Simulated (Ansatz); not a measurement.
The cluster Au2F2⁻ was relaxed with r2SCAN-D4 (def2-TZVPD) in Ansatz in these states: charge -1 doublet, charge -1 quartet. The geometries follow in no particular order.

In the def2 sets Au takes a core potential; there is no spin–orbit coupling.

A:

```xyz
4

Au    0.853   -0.092    0.993
Au   -0.852    0.093   -0.993
F    -0.263    0.816    2.467
F     0.262   -0.817   -2.467
```

B:

```xyz
4

Au   -1.110    0.563    0.046
Au    1.109   -0.565   -0.045
F    -2.518    1.886    0.613
F     2.519   -1.884   -0.614
```

Q: Judge from the bond lengths which geometry belongs to which state (an estimate).

A: A is the charge -1 quartet (Au1–Au2 2.624 Å, Au2–F4 2.060 Å, Au1–F3 2.060 Å); B is the charge -1 doublet (Au1–Au2 2.491 Å, Au2–F4 2.013 Å, Au1–F3 2.013 Å).
